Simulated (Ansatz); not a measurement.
`F[SiH](F)[SiH3]` + silanol → `F[SiH]([SiH3])O[SiH3]` + H–F at 700 K and 1 bar (ligand exchange at the Si–F bond).

Isolated molecules relaxed with PBE0-D4/def2-TZVP in Ansatz; ΔE leaves out vibrations. CCSD(T)/CBS adds triple-zeta CCSD(T) − MP2 to the extrapolated MP2 energy (def2 sets, frozen cores). This one scheme is used for every species. One conformer a species, not always the lowest.

| species | CCSD(T)/CBS energy (Eh) | H − E (kJ/mol) | S (J/(mol·K)) |
| --- | --- | --- | --- |
| `F[SiH](F)[SiH3]` | -780.26920 | 171.8 | 433.7 |
| `O[SiH3]` | -366.69042 | 144.6 | 321.6 |
| `F[SiH]([SiH3])O[SiH3]` | -1046.55730 | 274.0 | 558.9 |
| H–F | -100.39570 | 45.2 | 198.5 |

H − E and S are ideal-gas, rigid-rotor, harmonic terms from PBE0-D4/def2-TZVP, for one conformer and one mirror image of each species. 1 Eh = 2625.50 kJ/mol, R = 8.31446 J/(mol·K).

Task: By hand: ΔE, ΔH, ΔS and ΔG.

Result: ΔE = (-1046.55730) + (-100.39570) − (-780.26920) − (-366.69042) = 0.00662 Eh = 17.4 kJ/mol. Δ(H − E) = 274.0 + 45.2 − 171.8 − 144.6 = 2.8, so ΔH = 20.2 kJ/mol. ΔS = 558.9 + 198.5 − 433.7 − 321.6 = 2.1 J/(mol·K). ΔG = 20.2 − 700 × (2.1)/1000 = 18.7 kJ/mol.

Task: By hand: the equilibrium constant, and the temperature at which ΔG would vanish if ΔH and ΔS stayed fixed.

Result: log₁₀ K = −ΔG/(RT ln 10) = -1.4. ΔG = 0 at ΔH/ΔS = 9619 K, far beyond where these terms or the molecules hold.

The number of gas molecules stays the same, so ΔS is small and ΔH decides. A doubt of 5 kJ/mol in ΔE shifts log₁₀ K by 0.4 here. Other conformers and mirror images would add mixing entropy, several J/(mol·K) or more a flexible species. Modes under 60 cm⁻¹, often nearly free rotors, make the harmonic entropy too high. These are equilibria of isolated gas molecules and say nothing of rates. Largest T1 diagnostic: 0.013 (customary marks: 0.02 for closed shells, 0.045 for open ones).
